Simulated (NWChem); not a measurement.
A series in which one site is exchanged, each optimised at PBE0/def2-SVP with NWChem, gas phase unless a solvent is named. Some are not confirmed as minima by frequencies. def2 effective core potentials on I; no spin-orbit coupling.

A: [F][AlH][F] (AlHF$_{2}$; site = F)
B: [F][AlH][I] (AlHIF; site = I)
C: [F][AlH][Cl] (AlHClF; site = Cl)
D: [F][AlH2] (AlH₂F; site = H)

```json
[
 {"quantity": "dipole (D), PBE0/def2-SVP", "A": "?", "B": "1.17", "C": "1.30", "D": "1.35"},
 {"quantity": "orbital gap (eV), PBE0/def2-SVP", "A": "?", "B": "6.65", "C": "8.31", "D": "7.47"},
 {"quantity": "static polarisability, PBE/def2-SVPD (bohr³)", "A": "?", "B": "63.4", "C": "40.5", "D": "29.6"}
]
```

### Question
Complete the blanks.

### Answer

- dipole (D), PBE0/def2-SVP, A: 1.39
- orbital gap (eV), PBE0/def2-SVP, A: 9.33
- static polarisability, PBE/def2-SVPD (bohr³), A: 26.1
